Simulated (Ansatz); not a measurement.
Single points on the cluster H6Au4⁻.

```yaml
crystal:
  periodic: [false, false, false]
  atoms:
    - {symbol: Au, position_ang: [-1.148436, 1.704461, -0.566743]}
    - {symbol: Au, position_ang: [0.462388, 0.329073, 1.270915]}
    - {symbol: Au, position_ang: [-0.167194, -0.856467, -1.280127]}
    - {symbol: Au, position_ang: [1.430582, -2.502090, 0.345417]}
    - {symbol: H, position_ang: [0.995770, 0.719454, 2.747938]}
    - {symbol: H, position_ang: [-1.224553, 2.876780, 0.528919]}
    - {symbol: H, position_ang: [2.269040, -2.996688, 1.630663]}
    - {symbol: H, position_ang: [-1.141796, 0.470973, -1.864312]}
    - {symbol: H, position_ang: [0.630627, -2.384383, -1.281451]}
    - {symbol: H, position_ang: [-2.106437, 2.638877, -1.531219]}
basis:
  gaussian: {orbitals: def2-TZVPD, initial_orbitals: start.molden}
total_charge: -1
magnetization: {spin_polarized: true, initial_magnetization: 1}
hamiltonian: {xc: pbe}
correlation: {method: rpa}
scf: {omitted_lower_state_checks: [starts]}
```

The file start.molden holds the orbitals of an earlier run on this structure, at another level or in another basis.

```sh
$ ansatz run in.yaml --threads 4 --pin off --events-out ev --progress --plain --max-ram 4787MiB
```

It prints (some lines left out):

```
Functional definition: PBE
  name "PBE"
  cite "Perdew, Burke & Ernzerhof, Phys. Rev. Lett. 77, 3865 (1996) doi:10.1103/PhysRevLett.77.3865"
  parent pbe
  parameter kappa = 0.804
  parameter beta = 0.06672455060314922
  exchange = pbe_x(kappa = kappa, mu = beta*pi^2/3)
  correlation = pbe_c(beta = beta)
these checks for a lower state are left out or cut short: starts
1971 factors; integrals over basis functions are off by at most 9.6e-4 eV
mean field evaluation 1: about -14880.0944 eV, gradient 7.1e0 eV
mean field evaluation 2: about -14880.3033 eV, gradient 2.4e-1 eV
mean field evaluation 4: about -14880.3037 eV, gradient 4.6e-3 eV
mean field -14880.30372219 eV, -546.8410755582 hartree, gradient 8.1e-6 eV, S^2 0.753130; 0 other end points of the search recorded, 0 dependent functions left out
reference -14763.34975231 eV, -542.5430964394 hartree; 42, 41 occupied and 184, 185 virtual orbitals, 1971 factors
Total energy: -14832.33152580 eV, -545.0781298577 hartree
Checks for a lower state left out: starts
```

Hardware: 4 threads of Arm Neoverse V1 on a shared host. Wall time 28 s, peak host memory 1 GiB.

The first input with `hamiltonian: {xc: pbe, dispersion: d4}`, `output: {forces: true, orbitals: {seedname: orbitals}}` and without the key `correlation` (abridged; 11 s):

```
Functional definition: PBE
mean field -14880.30376731 eV, -546.8410772166 hartree, gradient 2.7e-5 eV, S^2 0.753130
Total energy: -14880.76951896 eV, -546.8581932740 hartree
Atom 0 force     0.053822    -0.078245     0.038730 eV/Å
Atom 1 force    -0.056789     0.008111    -0.112226 eV/Å
Atom 2 force     0.047363     0.079006     0.192196 eV/Å
Atom 3 force    -0.056299     0.095410    -0.016564 eV/Å
Atom 4 force    -0.030787    -0.016700    -0.077266 eV/Å
Atom 5 force    -0.005792    -0.091259    -0.111757 eV/Å
Atom 6 force    -0.052939     0.028751    -0.085858 eV/Å
Atom 7 force     0.015365     0.015127     0.040921 eV/Å
Atom 8 force    -0.002762     0.035339     0.034217 eV/Å
Atom 9 force     0.088818    -0.075539     0.097607 eV/Å
Dipole moment:    -0.209021    -0.030223    -0.478325 e Å
Checks for a lower state left out: starts
```

First input, but with `hamiltonian: {xc: {name: revPBE}, dispersion: d4}`, `output: {orbitals: {seedname: orbitals}}` and without the key `correlation` (abridged; 9.5 s):

```
Functional definition: revPBE
mean field -14885.13588654 eV, -547.0186543228 hartree, gradient 1.1e-5 eV, S^2 0.753303
Total energy: -14886.17053799 eV, -547.0566770623 hartree
Checks for a lower state left out: starts
```

First input, but with `correlation: {method: mp2}`, `output: {orbitals: {seedname: orbitals}}` and without the key `hamiltonian` (abridged; 18 s):

```
Functional definition: HF
mean field -14766.30517538 eV, -542.6517062340 hartree, gradient 2.8e-6 eV, S^2 0.799292
second order -53.28249655 eV of doubles, -0.00000000 eV of singles
Total energy: -14819.58767193 eV, -544.6098018661 hartree
Checks for a lower state left out: starts
```

The first input with `hamiltonian: {xc: {name: B2PLYP}}` and without the key `correlation` (abridged; 27 s):

```
Functional definition: B2PLYP
mean field -14836.78473603 eV, -545.2417823153 hartree, gradient 2.2e-6 eV, S^2 0.772811
second order -63.91353129 eV of doubles, -0.00000000 eV of singles
Total energy: -14854.04159455 eV, -545.8759601686 hartree
Checks for a lower state left out: starts
```

As the first input, with `hamiltonian: {xc: pbe0, dispersion: d4}`, `output: {orbitals: {seedname: orbitals}}` and without the key `correlation` (abridged; 19 s):

```
Functional definition: PBE0
mean field -14874.85613964 eV, -546.6408805923 hartree, gradient 1.7e-5 eV, S^2 0.760079
Total energy: -14875.25981490 eV, -546.6557153844 hartree
Checks for a lower state left out: starts
```

As the first input, with `hamiltonian: {xc: {name: wB97M-V}}`, `output: {orbitals: {seedname: orbitals}}` and without the key `correlation` (abridged; 53 s):

```
Functional definition: wB97M-V
mean field -14865.00166964 eV, -546.2787354994 hartree, gradient 2.4e-5 eV, S^2 0.766186
Total energy: -14865.00174030 eV, -546.2787380960 hartree
Checks for a lower state left out: starts
```

Geometry: PBE-D4/def2-SVPD.

In the def2 sets Au takes a core potential; there is no spin–orbit coupling. Correlated methods freeze no core orbitals; core or outer-core shells of Au are correlated, in sets that lack core-valence functions. Another isomer (doublet) lies 0.38 eV lower at PBE0-D4/def2-TZVPD; other spin states weren't run for this one.
